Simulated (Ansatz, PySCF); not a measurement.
C₂H₈FNSi₂, SMILES C=C[Si@@H](F)N[SiH3]. Atoms are numbered in the order given.

```xyz
14

C      2.0772     0.1107     1.1579
C      1.8352     0.5327    -0.0913
Si     0.1794     1.1731    -0.6450
F      0.0176     0.7261    -2.2099
N     -1.0830     0.5274     0.3388
Si    -1.3786    -1.1379     0.7991
H      1.2958     0.1091     1.9264
H      3.0619    -0.2524     1.4728
H      2.6597     0.5144    -0.8164
H      0.0580     2.6534    -0.6286
H     -1.8310     1.1819     0.5588
H     -1.1324    -1.3743     2.2540
H     -0.4645    -2.0067     0.0121
H     -2.7989    -1.4985     0.5173
```

Geometry optimised at B3LYP-D3(BJ)/def2-SVP. The structure was generated by enumeration; whether it is a known compound was not checked. The values are those of a single conformer.

Two levels are set side by side: PBE-D3(BJ)/def2-SVP (Ansatz, an electronic-structure program) and B3LYP-D3(BJ)/def2-SVP (Ansatz). Each level has its own optimised geometry; the coordinates shown are those of the second. Frequencies come from the Hessian of PySCF at each geometry. Differences are taken from unrounded values.

```csv
quantity,B3LYP-D3(BJ),PBE-D3(BJ),PBE-D3(BJ) minus B3LYP-D3(BJ)
mean bond length (Å),1.429,1.439,0.010
bond C1–C2 (Å),1.341,1.349,0.008
bond C2–Si3 (Å),1.860,1.866,0.006
bond Si3–F4 (Å),1.635,1.647,0.012
bond Si3–N5 (Å),1.726,1.736,0.010
bond N5–Si6 (Å),1.753,1.762,0.009
bond C1–H7 (Å),1.096,1.105,0.009
bond C1–H8 (Å),1.096,1.104,0.008
bond C2–H9 (Å),1.098,1.106,0.008
bond Si3–H10 (Å),1.485,1.500,0.014
bond N5–H11 (Å),1.018,1.025,0.007
bond Si6–H12 (Å),1.494,1.508,0.014
bond Si6–H13 (Å),1.487,1.500,0.013
bond Si6–H14 (Å),1.492,1.506,0.014
highest harmonic wavenumber (cm⁻¹),3577,3509,-68
mean harmonic wavenumber (cm⁻¹),1174,1139,-36
zero-point energy (kcal/mol),60.44,58.61,-1.83
```

GGA bonds tend to be longer and softer than those of functionals with exact exchange. Differences between two approximate levels are no errors against the true value.
